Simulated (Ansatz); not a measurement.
The same redistribution along the group B, Al, Ga, In.

Isolated molecules relaxed with PBE0-D4/def2-TZVP in Ansatz; ΔE leaves out vibrations. CCSD(T)/CBS adds triple-zeta CCSD(T) − MP2 to the extrapolated MP2 energy (def2 sets, frozen cores). This one scheme is used for every species. Functionals use def2-TZVPP. B3LYP here is the variant with VWN-RPA as its local correlation; programs differ in this. Elements past krypton have def2 core potentials. For Ga, In, Sn outer-core shells are correlated without core-valence functions, which leaves a few kJ/mol of doubt a bond. Scalar relativity is left out up to krypton. Each species was taken in one conformer, which may not be the lowest.

```json
{"reaction": "`NBN` + `[CH3][Sn]([OH])([OH])[OH]` → `CB(N)N` + `[OH][SnH]([OH])[OH]`", "B3LYP-D4 (kJ/mol)": "4", "ωB97X-V (kJ/mol)": "1", "CCSD(T)/CBS(def2) (kJ/mol)": "7"}
{"reaction": "`[NH2][AlH][NH2]` + `[CH3][Sn]([OH])([OH])[OH]` → `[CH3][Al]([NH2])[NH2]` + `[OH][SnH]([OH])[OH]`", "B3LYP-D4 (kJ/mol)": "0", "ωB97X-V (kJ/mol)": "0", "CCSD(T)/CBS(def2) (kJ/mol)": "4"}
{"reaction": "`[NH2][GaH][NH2]` + `[CH3][Sn]([OH])([OH])[OH]` → `[CH3][Ga]([NH2])[NH2]` + `[OH][SnH]([OH])[OH]`", "B3LYP-D4 (kJ/mol)": "10", "ωB97X-V (kJ/mol)": "10", "CCSD(T)/CBS(def2) (kJ/mol)": "10"}
{"reaction": "`[NH2][InH][NH2]` + `[CH3][Sn]([OH])([OH])[OH]` → `[CH3][In]([NH2])[NH2]` + `[OH][SnH]([OH])[OH]`", "B3LYP-D4 (kJ/mol)": "21", "ωB97X-V (kJ/mol)": "21", "CCSD(T)/CBS(def2) (kJ/mol)": "19"}
```

Largest T1 diagnostic: 0.015, for `[NH2][InH][NH2]`.
